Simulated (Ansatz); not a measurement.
Frontier orbitals of `N[SiH](F)[SeH]`.

Total charge 0; spin multiplicity 1. Correlated methods include outer-core shells of Se, which these sets cover unevenly. Scalar relativity is left out up to krypton. Geometry: relaxed with PBE0-D4/def2-TZVP. It is one conformer, not always the lowest. Basis def2-TZVPP, Ansatz.

| functional | HOMO (eV) | LUMO (eV) |
| --- | --- | --- |
| CAM-B3LYP | -8.63 | 1.13 |

**Question.** Give HOMO and LUMO (eV) with LDA (SPW92), PBE, revPBE, BLYP, r2SCAN, B97M-V, PBE0, B3LYP, r2SCANh, r2SCAN0, HSE06 (plane-wave form), BHLYP, LC-ωPBE, ωB97X-V, ωB97M-V, HF. (Estimate.)

**Answer.** The calculation gave: 
```
             functional    HOMO   LUMO
            LDA (SPW92)   -6.33  -0.96
                    PBE   -6.18  -0.80
                 revPBE   -6.12  -0.73
                   BLYP   -6.00  -0.74
                 r2SCAN   -6.46  -0.49
                 B97M-V   -6.54  -0.62
                   PBE0   -7.35   0.10
                  B3LYP   -7.09  -0.18
                r2SCANh   -6.89  -0.17
                r2SCAN0   -7.53   0.29
HSE06 (plane-wave form)   -6.95  -0.29
                  BHLYP   -8.34   0.98
                LC-ωPBE  -10.01   2.38
                ωB97X-V   -9.66   2.20
                ωB97M-V   -9.52   1.97
                     HF   -9.93   3.28
```

B3LYP here is the variant with VWN-RPA as its local correlation; programs differ in this. LC-ωPBE has ω = 0.4 bohr⁻¹. Positive LUMOs are unbound and depend on the basis.
